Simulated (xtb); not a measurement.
xtb input (GFN1-xTB):

```bash
xtb mol.xyz --gfn 1 --sp --chrg 0 --uhf 0
```
mol.xyz:
```
5

B     -0.01382409    -0.01732877    -0.00217690
F     -0.38360792     1.25570353     0.13149235
F     -0.95870390    -0.93381623    -0.12135966
O      1.28086830    -0.39323323    -0.01918118
H      1.90298047     0.33552400     0.07313976
```

Output:

```
           -------------------------------------------------
          |                Calculation Setup                |
           -------------------------------------------------

           -------------------------------------------------
          |                 G F N 1 - x T B                 |
           -------------------------------------------------

        Reference                      10.1021/acs.jctc.7b00118
      * Hamiltonian:
        H0-scaling (s, p, d)           1.850000    2.250000    2.000000
        zeta-weighting                 0.000000
      * Dispersion:
        s8                             2.400000
        a1                             0.630000
        a2                             5.000000
        s9                             0.000000
      * Repulsion:
        kExp                           1.500000
        rExp                           1.000000
      * Coulomb:
        alpha                          2.000000
        third order                    atomic
        anisotropic                    false
      * Halogen bond correction:
        rad-scale                      1.300000
        damping                        0.440000

          ...................................................
          :                      SETUP                      :
          :.................................................:
          :  # basis functions                  18          :
          :  # atomic orbitals                  18          :
          :  # shells                           10          :
          :  # electrons                        24          :
          :  # halogen bonds                     0          :
          :  max. iterations                   250          :
          :  Hamiltonian                  GFN1-xTB          :
          :  restarted?                      false          :
          :  GBSA solvation                  false          :
          :  PC potential                    false          :
          :  electronic temp.          300.0000000     K    :
          :  accuracy                    1.0000000          :
          :  -> integral cutoff          0.2500000E+02      :
          :  -> integral neglect         0.1000000E-07      :
          :  -> SCF convergence          0.1000000E-05 Eh   :
          :  -> wf. convergence          0.2000000E-04 e    :
          :  Broyden damping             0.4000000          :
          :  net charge                          0          :
          :  unpaired electrons                  0          :
          ...................................................

 iter      E             dE          RMSdq      gap      omega  full diag
   1    -17.0111545 -0.170112E+02  0.836E+00   11.68       0.0  T
   2    -17.1382265 -0.127072E+00  0.433E+00    9.52       1.0  T
   3    -17.1385741 -0.347612E-03  0.185E+00    9.23       1.0  T
   4    -17.1386711 -0.970737E-04  0.181E-01    9.43       1.0  T
   5    -17.1388686 -0.197494E-03  0.458E-02    9.32       1.0  T
   6    -17.1388722 -0.360621E-05  0.335E-02    9.35       1.3  T
   7    -17.1388792 -0.693729E-05  0.337E-04    9.34     132.8  T
   8    -17.1388792 -0.587747E-09  0.127E-04    9.34     352.5  T
   9    -17.1388792 -0.914717E-10  0.125E-05    9.34    3584.4  T

   *** convergence criteria satisfied after 9 iterations ***

         #    Occupation            Energy/Eh            Energy/eV
      -------------------------------------------------------------
         1        2.0000           -0.8654836             -23.5510
       ...           ...                  ...                  ...
         6        2.0000           -0.6083438             -16.5539
         7        2.0000           -0.5980942             -16.2750
         8        2.0000           -0.5646362             -15.3645
         9        2.0000           -0.5539931             -15.0749
        10        2.0000           -0.5501364             -14.9700
        11        2.0000           -0.5446667             -14.8211
        12        2.0000           -0.5416781             -14.7398 (HOMO)
        13                         -0.1985329              -5.4024 (LUMO)
        14                         -0.1474201              -4.0115
        15                          0.0434072               1.1812
        16                          0.2511386               6.8338
        17                          0.4185258              11.3887
        18                          0.5353910              14.5687
      -------------------------------------------------------------
                  HL-Gap            0.3431452 Eh            9.3375 eV
             Fermi-level           -0.3701055 Eh          -10.0711 eV

 SCC (total)                   0 d,  0 h,  0 min,  0.003 sec
 SCC setup                      ...        0 min,  0.000 sec (  2.881%)
 Dispersion                     ...        0 min,  0.000 sec (  1.536%)
 classical contributions        ...        0 min,  0.000 sec (  0.615%)
 integral evaluation            ...        0 min,  0.001 sec ( 22.735%)
 iterations                     ...        0 min,  0.001 sec ( 37.003%)
 molecular gradient             ...        0 min,  0.001 sec ( 31.391%)
 printout                       ...        0 min,  0.000 sec (  3.524%)

         :::::::::::::::::::::::::::::::::::::::::::::::::::::
         ::                     SUMMARY                     ::
         :::::::::::::::::::::::::::::::::::::::::::::::::::::
         :: total energy             -17.065002567973 Eh    ::
         :: gradient norm              0.020325243918 Eh/a0 ::
         :: HOMO-LUMO gap              9.337456204540 eV    ::
         ::.................................................::
         :: SCC energy               -17.138879186109 Eh    ::
         :: -> electrostatic           0.075945628873 Eh    ::
         :: repulsion energy           0.074546562817 Eh    ::
         :: dispersion energy         -0.000669944680 Eh    ::
         :: halogen bond corr.         0.000000000000 Eh    ::
         :: add. restraining           0.000000000000 Eh    ::
         :: total charge              -0.000000000000 e     ::
         :::::::::::::::::::::::::::::::::::::::::::::::::::::

           -------------------------------------------------
          |                Property Printout                |
           -------------------------------------------------

    * Orbital Energies and Occupations

         #    Occupation            Energy/Eh            Energy/eV
      -------------------------------------------------------------
         1        2.0000           -0.8654836             -23.5510
         2        2.0000           -0.8629366             -23.4817
         3        2.0000           -0.8178054             -22.2536
         4        2.0000           -0.6792679             -18.4838
         5        2.0000           -0.6250855             -17.0094
         6        2.0000           -0.6083438             -16.5539
         7        2.0000           -0.5980942             -16.2750
         8        2.0000           -0.5646362             -15.3645
         9        2.0000           -0.5539931             -15.0749
        10        2.0000           -0.5501364             -14.9700
        11        2.0000           -0.5446667             -14.8211
        12        2.0000           -0.5416781             -14.7398 (HOMO)
        13                         -0.1985329              -5.4024 (LUMO)
        14                         -0.1474201              -4.0115
        15                          0.0434072               1.1812
        16                          0.2511386               6.8338
        17                          0.4185258              11.3887
        18                          0.5353910              14.5687
Note: The following floating-point exceptions are signalling: IEEE_DENORMAL
normal termination of xtb
      -------------------------------------------------------------
                  HL-Gap            0.3431452 Eh            9.3375 eV
             Fermi-level           -0.3701055 Eh          -10.0711 eV

  Mulliken/CM5 charges         n(s)   n(p)   n(d)
     1B     0.75863  0.60561   0.726  1.515  0.000
     2F    -0.30936 -0.25740   1.800  5.509  0.000
     3F    -0.28307 -0.22839   1.791  5.492  0.000
     4O    -0.54112 -0.67791   1.671  4.870  0.000
     5H     0.37493  0.55809   0.625  0.000  0.000

Wiberg/Mayer (AO) data.
largest (>0.10) Wiberg bond orders for each atom

 ---------------------------------------------------------------------------
     #   Z sym  total        # sym  WBO       # sym  WBO       # sym  WBO
 ---------------------------------------------------------------------------
     1   5 B    3.184 --     4 O    1.171     3 F    1.023     2 F    0.984
     2   9 F    1.095 --     1 B    0.984
     3   9 F    1.127 --     1 B    1.023
     4   8 O    2.117 --     1 B    1.171     5 H    0.847
     5   1 H    0.868 --     4 O    0.847
 ---------------------------------------------------------------------------

Topologies differ in total number of bonds
Writing topology from bond orders to xtbtopo.mol

 dipole moment from electron density (au)
     X       Y       Z
   0.8563   0.6243   0.0852  total (Debye):    2.702

           -------------------------------------------------
          | TOTAL ENERGY              -17.065002567973 Eh   |
          | GRADIENT NORM               0.020325243918 Eh/α |
          | HOMO-LUMO GAP               9.337456204540 eV   |
           -------------------------------------------------

------------------------------------------------------------------------
------------------------------------------------------------------------
 total:
 SCF:
```
